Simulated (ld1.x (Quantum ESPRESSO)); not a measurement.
# What one change does to a pseudopotential (bismuth, TM)

| Property | Result |
| --- | --- |
| Element | Bi (Z = 83) |
| Generator | ld1.x (Quantum ESPRESSO) 7.5 |
| Type | norm-conserving Troullier–Martins (Kleinman–Bylander form) |
| Functional | PBE |
| Relativity | scalar-relativistic |
| Frozen core | [Xe] 4f14 |
| Valence charge | 15 |
| Reference configuration | 5d10 6s2 6p3 |
| Partial waves | 6p (bound): rc 2.50 bohr; 5d (bound): rc 1.35 bohr; 6s (bound): rc 2.00 bohr |
| Local potential | the s channel |
| Core correction | Bessel-smoothed model core inside 0.70 bohr |

Change: wave 6p (bound): rc 2.50 bohr becomes 6p (bound): rc 3.10 bohr.

Cutoffs: the cutoffs (Ry, on a coarse ladder) from which the occupation-weighted sum of valence levels, in a spherical-Bessel basis at the reference potential, stays within 10 and 1 mRy of its value at 400 Ry; they do not see the model core or the augmentation charge, which bear on the density cutoff. Errors are all-electron minus pseudo energies relative to the spin-unpolarised reference configuration.

Q: Predict the effect on cutoff, ghosts and configuration errors.

A: The potential gets neither clearly harder nor softer (70 Ry and 100 Ry → 70 Ry and 100 Ry); the d channel sets the loose cutoff, while the largest relative change is in p, which becomes softer; of the 7 tests that both files solve, the error grows in 4 and shrinks in 1 by more than 15 % and 0.3 meV (median size 7.3 → 6.4 meV); neither file shows a bound ghost.

```csv
quantity,base,changed
"cutoff, loose",70 Ry,70 Ry
"cutoff, tight",100 Ry,100 Ry
loose cutoff by channel (10 mRy a level),"p 8 Ry, d 50 Ry, s 21 Ry","p 6 Ry, d 50 Ry, s 21 Ry"
bound ghosts,none,none
"error for 5d10 6s2 6p2, meV [ΔE 7.91 eV]",-3.2,-3.4
"error for 5d10 6s2 6p1, meV [ΔE 23.16 eV]",-12,-19
"error for 5d10 6s2 6p0, meV [ΔE 46.50 eV]",-37,-78
"error for 5d10 6s1 6p3, meV [ΔE 18.73 eV]",-5.1,+6.4
"error for 5d10 6s1 6p0, meV [ΔE 91.91 eV]",-72,-167
"error for 5d10 6s1 6p4, meV [ΔE 10.08 eV]",-7.3,+3.3
"error for 5d10 6s2 6p2.5, meV [ΔE 3.10 eV]",-1.4,-1.3
```
